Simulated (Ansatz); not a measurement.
`[F][Al]([SH])[O][SiH3]` and `BC[O][Al]([F])[SH]` differ in one atom or group.

Ansatz, PBE0-D4/def2-TZVP geometries, multiplicity 1. Each molecule was computed in one conformer, which needn't be the lowest.

```json
{"property": "HOMO–LUMO gap (B3LYP/def2-TZVPP) / eV", "`[F][Al]([SH])[O][SiH3]`": "6.59"}
{"property": "HOMO energy (PBE0/def2-TZVPP) / eV", "`[F][Al]([SH])[O][SiH3]`": "-8.09"}
{"property": "size of the dipole moment (ωB97M-V/def2-TZVPP) / D", "`[F][Al]([SH])[O][SiH3]`": "1.62"}
{"property": "size of the dipole moment (PBE/def2-TZVPP) / D", "`[F][Al]([SH])[O][SiH3]`": "1.60"}
{"property": "HOMO energy (B3LYP/def2-TZVPP) / eV", "`[F][Al]([SH])[O][SiH3]`": "-7.81"}
{"property": "HOMO energy (ωB97M-V/def2-TZVPP) / eV", "`[F][Al]([SH])[O][SiH3]`": "-10.28"}
```

Problem. What does the change do to each property? (An estimate is asked.)

Solution. Ansatz gave: 
| property | `BC[O][Al]([F])[SH]` | shift |
| --- | --- | --- |
| HOMO–LUMO gap (B3LYP/def2-TZVPP) / eV | 5.69 | -0.90 |
| HOMO energy (PBE0/def2-TZVPP) / eV | -7.85 | 0.24 |
| size of the dipole moment (ωB97M-V/def2-TZVPP) / D | 2.15 | 0.53 |
| size of the dipole moment (PBE/def2-TZVPP) / D | 2.14 | 0.54 |
| HOMO energy (B3LYP/def2-TZVPP) / eV | -7.57 | 0.24 |
| HOMO energy (ωB97M-V/def2-TZVPP) / eV | -10.04 | 0.24 |

With PBE0 the HOMO rises by 0.24 eV and the LUMO falls by 0.69 eV, so the gap narrows by about 0.93 eV. PBE moves the HOMO by 0.32 eV and ωB97M-V by 0.24 eV. Dipoles are sizes alone; their direction can turn.

B3LYP here is the variant with VWN-RPA as its local correlation; programs differ in this.
